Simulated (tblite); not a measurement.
Isomers of C5H18Si3. All values are computed: GFN2-xTB (tblite) harmonic vibrations without scaling, gas phase. This tight-binding method is rough: wavenumbers can miss measured ones by several per cent, in bad cases by 10 to 20. Modes of hydrogen on silicon can be 10 to 20 % off. One conformer each.

Electronic energies: GFN2-xTB at the same geometries; isomer energies are rough at this level and their order can be wrong.

```csv
SMILES,"electronic energy, lowest = 0 (kcal/mol)"
C[C@@H]([SiH3])[Si@@H](C)CC[SiH3],10.7
CC(C)[SiH2]CC[SiH2][SiH3],11.1
CCCCC([SiH3])([SiH3])[SiH3],0.0
CC(C)CC[SiH]([SiH3])[SiH3],8.8
CCCC[SiH2][Si@@H](C)[SiH3],15.0
CCCC[Si@H]([SiH3])[SiH2]C,14.4
CC[C@@H](C[SiH3])[SiH2]C[SiH3],4.8
CC[C@@H]([SiH3])[C@H]([SiH3])[SiH2]C,5.7
```

Q: How do GFN2-xTB zero-point energies change the relative energies?

A: 
```
                              SMILES  ZPE (kcal/mol)  of it from modes above 1550 cm⁻¹  electronic (kcal/mol)  with ZPE, lowest = 0 (kcal/mol)  lowest mode (cm⁻¹)  rings
         CCCCC([SiH3])([SiH3])[SiH3]           126.0                              67.1                    0.0                              0.0                  48      0
      CC[C@@H](C[SiH3])[SiH2]C[SiH3]           126.9                              68.0                    4.8                              5.7                  27      0
CC[C@@H]([SiH3])[C@H]([SiH3])[SiH2]C           126.5                              68.2                    5.7                              6.2                  23      0
          CC(C)CC[SiH]([SiH3])[SiH3]           128.7                              69.1                    8.8                             11.5                  29      0
   C[C@@H]([SiH3])[Si@@H](C)CC[SiH3]           127.4                              69.4                   10.7                             12.1                  24      0
           CC(C)[SiH2]CC[SiH2][SiH3]           128.3                              69.1                   11.1                             13.4                  20      0
           CCCC[Si@H]([SiH3])[SiH2]C           129.5                              70.1                   14.4                             17.9                  20      0
          CCCC[SiH2][Si@@H](C)[SiH3]           129.5                              70.1                   15.0                             18.5                  13      0
```

The zero-point energies span 3.5 kcal/mol, from `CCCCC([SiH3])([SiH3])[SiH3]` to `CCCC[Si@H]([SiH3])[SiH2]C`. The order is unchanged.

Q: What do entropy and thermal enthalpy add at 298.15 K and 1 bar (rigid rotor, harmonic oscillator, one conformer each)?

A: 
| SMILES | point group | symmetry number | S (cal/(mol K)) | H − H(0) (kcal/mol) | ZPE + H − H(0) − TS (kcal/mol) |
| --- | --- | --- | --- | --- | --- |
| CCCCC([SiH3])([SiH3])[SiH3] | Cs | 1 | 117.8 | 9.68 | 100.6 |
| CC[C@@H](C[SiH3])[SiH2]C[SiH3] | C1 | 1 | 120.2 | 9.61 | 100.6 |
| CC(C)CC[SiH]([SiH3])[SiH3] | C1 | 1 | 125.9 | 10.09 | 101.3 |

Not tabulated: `CC[C@@H]([SiH3])[C@H]([SiH3])[SiH2]C` (lowest mode only 23 cm⁻¹); `C[C@@H]([SiH3])[Si@@H](C)CC[SiH3]` (lowest mode only 24 cm⁻¹); `CC(C)[SiH2]CC[SiH2][SiH3]` (lowest mode only 20 cm⁻¹); `CCCC[Si@H]([SiH3])[SiH2]C` (lowest mode only 20 cm⁻¹); `CCCC[SiH2][Si@@H](C)[SiH3]` (lowest mode only 12 cm⁻¹).
